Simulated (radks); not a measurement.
Q: The mean radii <r> (bohr) of the occupied orbitals of an atom or ion are listed with their occupations. All-electron calculation, non-relativistic Kohn-Sham, r2SCAN, spin-polarised, spherical densities, point nucleus; meta-GGA in the generalised Kohn-Sham scheme. Program: a radial shooting solver on a logarithmic mesh with Libxc functionals.

| orbital | occ. | <r> |
|---|---|---|
| 1s up | 1 | 0.01846 |
| 1s down | 1 | 0.01846 |
| 2s down | 1 | 0.07761 |
| 2s up | 1 | 0.07761 |
| 2p up | 3 | 0.06557 |
| 2p down | 3 | 0.06557 |
| 3s up | 1 | 0.1951 |
| 3s down | 1 | 0.1951 |
| 3p up | 3 | 0.1857 |
| 3p down | 3 | 0.1857 |
| 3d up | 5 | 0.1620 |
| 3d down | 5 | 0.1620 |
| 4s up | 1 | 0.4259 |
| 4s down | 1 | 0.4259 |
| 4p up | 3 | 0.4289 |
| 4p down | 3 | 0.4288 |
| 4d up | 5 | 0.4336 |
| 4d down | 5 | 0.4335 |
| 4f up | 7 | 0.4442 |
| 4f down | 7 | 0.4441 |
| 5s up | 1 | 0.9513 |
| 5s down | 1 | 0.9511 |
| 5p up | 3 | 1.020 |
| 5p down | 3 | 1.019 |
| 5d up | 5 | 1.261 |
| 5d down | 5 | 1.249 |
| 6s up | 1 | 2.320 |

Name the element and its charge. Open shells, if any, are filled with parallel spins first.

A: Z = 82, lead, charge +3: Pb3+ in [Xe] 4f14 5d10 6s1. The 1s radius gives Z: for a bare nucleus <r> = 1.5/Z, 0.01829 bohr for Z = 82, and screening makes it slightly larger (0.01846 here). The occupations add up to 79, and the charge is Z minus that.
